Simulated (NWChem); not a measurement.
**Total energies of methylammonium (CH6N (+1))**

```xyz
8

C      0.7888     0.0475     0.0000
N     -0.7003    -0.0422     0.0000
H      1.1101     0.5868     0.8989
H      1.1101     0.5868    -0.8989
H      1.2037    -0.9674     0.0000
H     -1.0563    -0.5417     0.8265
H     -1.0563    -0.5417    -0.8265
H     -1.1423     0.8873     0.0000
```
Charge +1, spin multiplicity 1.

All runs are NWChem calculations. Structure: optimised with PBE0/def2-SVP, a minimum by its harmonic frequencies.

Basis set: cc-pVTZ (144 functions).

| method | total energy (Ha) | relative cost |
|---|---|---|
| RHF | -95.61672 | 1 |
| MP2 | -96.01466 | under 3 |
| B2PLYP | -96.16350 | under 3 |
| PBE | -96.11892 | under 3 |
| B3LYP | -96.25718 | under 3 |
| PBE0 | -96.13453 | under 3 |

Total energies of different functionals aren't comparable as a measure of quality: only differences taken within one method are. Costs are rough ratios of processor time within this set of runs, SCF included, with RHF as 1.

The correlated methods keep 2 core orbitals frozen. B3LYP has NWChem's definition, with VWN1-RPA local correlation.
